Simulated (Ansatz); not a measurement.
The cluster Ti₃Si₃, relaxed as a singlet with RKS PBE-D4/def2-SVP in Ansatz, starting from the GFN1-xTB geometry. Force threshold 0.02 eV/Å.

The restricted singlet is unstable towards broken spin symmetry at other levels; at PBE-D4/def2-SVP this wasn't settled. The relaxation made no stability test and no search for a lower SCF solution. At PBE-D4/def2-SVP a triplet of charge 0 lies 0.46 eV below the restricted singlet, each at its own geometry. The structure comes from a short search, and lower isomers may exist.

Start:

Cartesian coordinates in Å:
```
Ti -0.780 -0.252 -1.694
Ti -1.269 0.490 0.820
Ti 1.505 0.270 -0.430
Si -0.131 2.218 -0.689
Si -0.108 -1.999 0.123
Si 0.784 -0.727 1.870
```

(1) Estimate the energy that the relaxation releases and the steps that it takes.

(2) Does the start keep its bonding?

(3) Predict the relaxed structure.

## Answers

(1) 29.1 kcal/mol, in 8 steps; 23 s on 4 threads of AMD EPYC 7B13 on a shared host. No frequencies were taken in this run, so the end may be a saddle point.

(2) By distances, no bond broke or formed. The bond that changes most is Ti2–Si5, from 2.83 to 2.42 Å (atoms count from 1).

(3) 
Cartesian coordinates in Å:
```
Ti -0.562 -0.142 -1.779
Ti -1.224 0.331 0.916
Ti 1.446 0.068 -0.472
Si -0.225 1.950 -0.571
Si -0.274 -1.725 0.051
Si 0.838 -0.481 1.855
```
Bond lengths (bridged metal pairs left out): 8 × Si–Ti 2.41 to 2.54 Å; 3 × Ti–Ti 2.40 to 3.02 Å; 1 × Si–Si 2.46 Å.
